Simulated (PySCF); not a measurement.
How methods differ on the excitation energy of Ga²⁺

Ga²⁺ [Ar] 3d10 4s1 (2S) → Ga²⁺ [Ar] 3d10 4d1 (2D), as a difference of total energies. All numbers are calculated (PySCF 2.14, scalar relativity by spin-free X2C-1e, in aug-cc-pVDZ-DK (6s5p3d, 36 functions)). The calculations carry no spin-orbit coupling.

| method | excitation energy (eV) |
| --- | --- |
| UHF | 17.183 |
| LDA | 18.406 |
| PBE | 17.872 |
| PBE0 | 17.767 |
| r2SCAN | 17.920 |
| M06-2X | 17.655 |
| MN15 | 17.529 |
| r2SCANh | 17.898 |
| BLYP | 18.003 |

A first-order spin-orbit estimate (lowest level to lowest level, LS coupling) adds -0.005 eV.

The promoted electron is Rydberg-like, and one or two diffuse shells describe it only roughly, which tends to raise the upper state.
